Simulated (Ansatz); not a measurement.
Consider the homolysis of the B–Ge bond: `[BH2][GeH2][CH3]` → `[BH2]`• + `[CH3][GeH2]`•.

Calculated with Ansatz (gas phase, PBE0-D4/def2-TZVP geometries, no zero-point term in ΔE). CBS: MP2 limit from def2 TZ/QZ plus the TZ coupled-cluster correction, frozen cores. This one scheme is used for every species. Functionals use def2-TZVPP. B3LYP here is the variant with VWN-RPA as its local correlation; programs differ in this. HSE06 is defined as in plane-wave codes. No spin–orbit coupling; open shells (•) take unrestricted orbitals. For Ge outer-core shells are correlated without core-valence functions, which leaves a few kJ/mol of doubt a bond. Scalar relativity is left out up to krypton.

| level | ΔE (eV) | difference from CCSD(T)/CBS |
| --- | --- | --- |
| LDA (SPW92) | 4.14 | 0.38 |
| PBE-D4 | 3.62 | -0.14 |
| revPBE-D4 | 3.49 | -0.27 |
| BLYP-D4 | 3.49 | -0.27 |
| r2SCAN-D4 | 3.47 | -0.29 |
| B97M-V | 3.74 | -0.02 |
| B3LYP-D4 | 3.55 | -0.21 |
| r2SCANh-D4 | 3.47 | -0.29 |
| r2SCAN0-D4 | 3.46 | -0.30 |
| HSE06-D4 | 3.60 | -0.16 |
| BHLYP-D4 | 3.53 | -0.23 |
| CAM-B3LYP-D4 | 3.60 | -0.16 |
| ωB97X-V | 3.76 | 0.00 |
| ωB97M-V | 3.70 | -0.06 |
| B2PLYP | 3.56 | -0.20 |
| PBE-QIDH | 3.64 | -0.12 |
| PBE | 3.57 | -0.19 |
| revPBE | 3.37 | -0.39 |
| BLYP | 3.39 | -0.37 |
| r2SCAN | 3.46 | -0.30 |
| B3LYP | 3.47 | -0.29 |
| r2SCANh | 3.45 | -0.31 |
| HSE06 | 3.56 | -0.20 |
| BHLYP | 3.46 | -0.30 |
| CAM-B3LYP | 3.55 | -0.21 |
| LC-ωPBE | 3.56 | -0.20 |
| HF/def2-SVP | 2.66 | -1.10 |
| MP2/def2-SVP | 3.50 | -0.26 |
| CCSD/def2-SVP | 3.46 | -0.30 |
| CCSD(T)/def2-SVP | 3.51 | -0.25 |
| HF/def2-TZVPP | 2.61 | -1.15 |
| MP2/def2-TZVPP | 3.66 | -0.10 |
| SCS-MP2/def2-TZVPP | 3.66 | -0.10 |
| CCSD/def2-TZVPP | 3.59 | -0.17 |
| CCSD(T)/def2-TZVPP | 3.66 | -0.10 |
| HF/def2-QZVPP | 2.60 | -1.16 |
| MP2/def2-QZVPP | 3.71 | -0.05 |
| SCS-MP2/def2-QZVPP | 3.72 | -0.04 |
| HF/CBS(def2) | 2.59 | -1.17 |
| MP2/CBS(def2) | 3.76 | 0.00 |
| CCSD(T)/CBS | 3.76 | 0 |

Largest T1 diagnostic among the species: 0.011.

The D4 term adds +0.08 eV with B3LYP and +0.05 eV with PBE0; it sums over pairs of atoms, weighted by their polarisabilities, and B3LYP, whose exchange is more repulsive, gets the larger term. At CCSD(T), def2-SVP lies −0.25 eV from the extrapolated value and def2-TZVPP −0.10 eV: correlation converges slowly with the basis, and small sets miss more of it in the bonded molecule than in its fragments.
